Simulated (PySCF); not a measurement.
## Ionisation energy of Sr⁺ by level of theory

Sr⁺ [Kr] 5s1 (2S) → Sr²⁺ [Kr] (1S), as a difference of total energies. Computed with PySCF 2.14 in x2c-QZVPPall, with the spin-free X2C one-electron Hamiltonian (Gaussian nucleus). Correlated levels: valence and next inner shell: [Ar] 3d10 frozen. The calculations carry no spin-orbit coupling.

```json
{"method": "UHF", "ionisation energy (eV)": "10.445", "error (eV)": "-0.585"}
{"method": "LDA", "ionisation energy (eV)": "11.366", "error (eV)": "+0.336"}
{"method": "PBE", "ionisation energy (eV)": "11.192", "error (eV)": "+0.162"}
{"method": "PBE0", "ionisation energy (eV)": "11.063", "error (eV)": "+0.033"}
{"method": "r2SCAN", "ionisation energy (eV)": "10.863", "error (eV)": "-0.167"}
{"method": "PBEsol", "ionisation energy (eV)": "11.124", "error (eV)": "+0.094"}
{"method": "BHandHLYP", "ionisation energy (eV)": "11.048", "error (eV)": "+0.018"}
{"method": "B97-3", "ionisation energy (eV)": "10.826", "error (eV)": "-0.204"}
{"method": "MP2 (valence and next inner shell)", "ionisation energy (eV)": "10.976", "error (eV)": "-0.054"}
{"method": "SCS-MP2 (valence and next inner shell)", "ionisation energy (eV)": "10.876", "error (eV)": "-0.154"}
```

Reference: 11.030 eV (measured; NIST Atomic Spectra Database, ionization energies).

Errors of the correlated levels include the incompleteness of this basis and the frozen core.
